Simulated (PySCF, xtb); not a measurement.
C3H4O, SMILES O=C1CC1.

The structure is a stationary point at B3LYP-D3(BJ)/def2-SVP.

These are C-PCM-ωB97X/def2-SVP in PySCF values and carry that method's errors.

The values are the electrostatic part of the solvation free energy, E(continuum) − E(gas) at the gas-phase geometry, in a cavity of scaled van der Waals radii (PySCF's table); cavitation and dispersion terms are not included. In vacuum the orbital gap is 10.81 eV. The dipole moment in vacuum is 2.74 D.

Computed values in water (ε = 78.36), cyclohexanone (ε = 15.62), chlorobenzene (ε = 5.70):
```csv
solvent,ε,ΔG(elec) (kcal/mol),dipole (D),gap (eV)
water,78.36,-4.7,3.48,10.92
cyclohexanone,15.62,-4.4,3.43,10.91
chlorobenzene,5.70,-3.8,3.33,10.90
```

For comparison, GFN2-xTB/ALPB(water) (xtb, at the GFN2-xTB geometry, all terms of that model) gives -2.0 kcal/mol.
